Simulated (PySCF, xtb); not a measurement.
GaBr2, SMILES [Br][Ga][Br], multiplicity 2.

Harmonic wavenumbers (cm⁻¹) from GFN2-xTB (xtb) at its own minimum, in rising order: 49, 197, 229.

What does PySCF 2.14.0 with PBE-D3(BJ)/def2-SVP give at its own minimum? (An estimate is asked for; the answer gives what the named calculation found.)

71, 235, 300. Paired by order, the mean absolute difference is 44 cm⁻¹ and the zero-point energies are 0.7 and 0.9 kcal/mol.
